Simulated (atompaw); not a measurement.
**Reading a pseudo-wave (lanthanum)**

Columns: radius, all-electron u(r) and pseudo u(r) of the 6p shell (level -1.35 eV) of lanthanum in the configuration [Kr] 4d10 4f0 5s2 5p6 5d1 6s2 6p0; PBE, scalar-relativistic, PAW (atompaw) scheme, atompaw 4.2.0.5.

```json
{"r (bohr)": "0.115", "all-electron": "-0.0084", "pseudo": "-0.0001"}
{"r (bohr)": "0.231", "all-electron": "-0.0718", "pseudo": "-0.0003"}
{"r (bohr)": "0.346", "all-electron": "0.0210", "pseudo": "-0.0006"}
{"r (bohr)": "0.462", "all-electron": "0.1017", "pseudo": "-0.0011"}
{"r (bohr)": "0.577", "all-electron": "0.1121", "pseudo": "-0.0017"}
{"r (bohr)": "0.692", "all-electron": "0.0690", "pseudo": "-0.0023"}
{"r (bohr)": "0.808", "all-electron": "0.0015", "pseudo": "-0.0029"}
{"r (bohr)": "0.923", "all-electron": "-0.0667", "pseudo": "-0.0035"}
{"r (bohr)": "1.038", "all-electron": "-0.1238", "pseudo": "-0.0039"}
{"r (bohr)": "1.154", "all-electron": "-0.1649", "pseudo": "-0.0040"}
{"r (bohr)": "1.269", "all-electron": "-0.1885", "pseudo": "-0.0036"}
{"r (bohr)": "1.385", "all-electron": "-0.1964", "pseudo": "-0.0026"}
{"r (bohr)": "1.500", "all-electron": "-0.1905", "pseudo": "-0.0006"}
{"r (bohr)": "1.615", "all-electron": "-0.1738", "pseudo": "0.0026"}
{"r (bohr)": "1.731", "all-electron": "-0.1485", "pseudo": "0.0075"}
{"r (bohr)": "1.846", "all-electron": "-0.1172", "pseudo": "0.0144"}
{"r (bohr)": "1.962", "all-electron": "-0.0816", "pseudo": "0.0239"}
{"r (bohr)": "2.077", "all-electron": "-0.0439", "pseudo": "0.0362"}
{"r (bohr)": "2.192", "all-electron": "-0.0051", "pseudo": "0.0518"}
{"r (bohr)": "2.308", "all-electron": "0.0342", "pseudo": "0.0713"}
{"r (bohr)": "2.423", "all-electron": "0.0726", "pseudo": "0.0942"}
{"r (bohr)": "2.538", "all-electron": "0.1098", "pseudo": "0.1205"}
{"r (bohr)": "2.654", "all-electron": "0.1457", "pseudo": "0.1498"}
{"r (bohr)": "2.769", "all-electron": "0.1795", "pseudo": "0.1805"}
{"r (bohr)": "2.885", "all-electron": "0.2117", "pseudo": "0.2117"}
{"r (bohr)": "3.000", "all-electron": "0.2415", "pseudo": "0.2415"}
```

(1) How many radial nodes do the two functions have?

(2) Is the pseudo-wave norm-conserving?

## Answers

(1) The all-electron 6p function has n − l − 1 = 4 (the table is too coarse to show those close to the nucleus); the pseudo-wave has 1, since 1 lower shell of the same l stays in the valence.

(2) No, it belongs to a PAW set: the norm inside the radius is not constrained, and the difference is carried by the augmentation charge.
